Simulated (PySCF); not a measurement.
C₂H₈ClNSi, SMILES C[C@H](N)[SiH2]Cl.

Coordinates come from a B3LYP-D3(BJ)/def2-SVP optimisation. The structure was generated by enumeration; whether it is a known compound was not checked. Other conformers were not sampled.

These are B3LYP-D3(BJ)/def2-SVP (PySCF) values and carry that method's errors.

Frequencies are harmonic and unscaled.

Computed harmonic wavenumbers and intensities:
```tsv
mode	ν (cm⁻¹)	IR (km/mol)	Raman (Å⁴/amu)	depolarisation	moving atoms (share of kinetic energy)
1	80	0.7	0.1	0.75	H 23 %, Si 23 %, C 21 %, Cl 19 %, N 15 %
2	131	2.8	1.2	0.75	Cl 33 %, N 23 %, H 16 %, Si 16 %, C 13 %
3	234	4.0	0.6	0.75	H 83 %
4	262	7.7	2.4	0.43	C 40 %, H 31 %, Cl 16 %
5	277	24.0	0.9	0.61	H 62 %, N 19 %, C 9 %, Si 8 %
6	329	13.0	1.3	0.74	H 68 %, C 12 %, Si 10 %
7	424	14.5	0.9	0.51	H 43 %, C 32 %, N 22 %
8	533	62.4	9.2	0.18	Si 51 %, Cl 38 %
9	579	46.2	4.4	0.44	H 53 %, Si 26 %, N 10 %, C 8 %
10	659	26.7	10.3	0.42	H 59 %, C 22 %, Si 17 %
11	721	23.0	12.6	0.59	H 80 %, C 15 %
12	841	86.4	4.8	0.74	H 75 %, N 19 %
13	864	227.1	12.9	0.69	H 86 %, Si 11 %
14	921	21.9	4.3	0.74	H 47 %, C 40 %, N 12 %
15	954	95.5	13.1	0.75	H 95 %
16	1007	19.6	2.9	0.75	H 77 %, C 18 %
17	1046	4.9	4.3	0.75	H 59 %, C 37 %
18	1132	5.4	4.6	0.72	C 46 %, H 35 %, N 19 %
19	1213	4.6	10.1	0.43	H 80 %, C 16 %
20	1328	4.3	6.3	0.20	H 57 %, C 37 %
21	1345	7.4	8.9	0.36	H 75 %, C 22 %
22	1394	4.2	2.8	0.75	H 78 %, C 22 %
23	1461	4.6	13.8	0.74	H 96 %
24	1479	4.8	15.2	0.75	H 96 %
25	1633	29.4	8.4	0.73	H 92 %
26	2232	107.8	151.4	0.14	H 97 %
27	2251	96.0	99.8	0.32	H 96 %
28	2909	60.9	127.9	0.33	H 93 %
29	3016	26.9	158.6	0.03	H 97 %
30	3089	21.7	91.1	0.75	H 91 %, C 9 %
31	3116	15.9	53.9	0.75	H 90 %, C 10 %
32	3474	2.6	170.2	0.16	H 96 %
33	3557	2.8	67.2	0.75	H 92 %, N 8 %
```
